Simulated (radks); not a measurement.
Q: Pt26+, configuration [Kr] 4d10 4f6. Calculated with a radial shooting solver on a logarithmic mesh with Libxc functionals: Dirac Kohn-Sham, PBE, spin-unpolarised, spherical densities, finite nucleus; open shells fill j = l - 1/2 first; Fermi nuclear charge, rms radius 5.427 fm.

Spin-orbit splittings of the eigenvalues, e(l+1/2) - e(l-1/2), with zeta = 2 splitting/(2l+1) and mean radii in bohr:

| shell | occ. | splitting (eV) | zeta (eV) | <r> j=l-1/2 | <r> j=l+1/2 |
|---|---|---|---|---|---|
| 2p | 6 | 1729 | 1152 | 0.05907 | 0.06750 |
| 3p | 6 | 381.6 | 254.4 | 0.1764 | 0.1917 |
| 3d | 10 | 82.22 | 32.89 | 0.1672 | 0.1718 |
| 4p | 6 | 100.5 | 67.01 | 0.4015 | 0.4296 |
| 4d | 10 | 19.98 | 7.990 | 0.4280 | 0.4363 |
| 4f | 6 | ? | ? | 0.4219 | 0.4256 |

Estimate the 4f splitting.

A: 4.979 eV (zeta = 1.422 eV).
